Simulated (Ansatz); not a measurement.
VTe4. The state is a doublet with charge 0. Geometry PBE-D4/def2-SVP; atoms count from 1.

```xyz
5

V     0.373    0.176    0.676
Te    2.005    1.926    0.471
Te    0.740   -2.264   -0.230
Te   -2.222    0.598    0.660
Te   -0.896   -0.436   -1.577
```

In the def2 sets Te takes a core potential; there is no spin–orbit coupling. The charge 0 doublet is spin-contaminated (final ⟨S²⟩ up to 1.42, 0.75 for a pure state). Another isomer (doublet) lies 0.41 eV lower at PBE0-D4/def2-TZVP; other spin states weren't run for this one.

Estimate the Mulliken populations from the PBE0/def2-TZVP orbitals of Ansatz.


```json
{"atom": "V1", "charge (e)": "0.40", "spin (α − β)": "2.39", "d electrons": "3.71"}
{"atom": "Te2", "charge (e)": "-0.21", "spin (α − β)": "-1.01", "d electrons": "–"}
{"atom": "Te3", "charge (e)": "-0.16", "spin (α − β)": "-0.14", "d electrons": "–"}
{"atom": "Te4", "charge (e)": "-0.16", "spin (α − β)": "-0.13", "d electrons": "–"}
{"atom": "Te5", "charge (e)": "0.12", "spin (α − β)": "-0.11", "d electrons": "–"}
```
Mulliken values depend strongly on the basis.

Where does the spin sit?

Summed by element: V 2.39, Te -1.39, of 1 unpaired in all. Largest on single atoms: V1 2.39, Te2 -1.01, Te3 -0.14.

And the Mayer bond orders between heavy atoms (over 0.3)?

V1–Te2 1.78 (2.40 Å); V1–Te3 0.95 (2.63 Å); V1–Te4 0.95 (2.63 Å); V1–Te5 0.73 (2.66 Å); Te3–Te5 1.01 (2.80 Å); Te4–Te5 1.01 (2.80 Å).
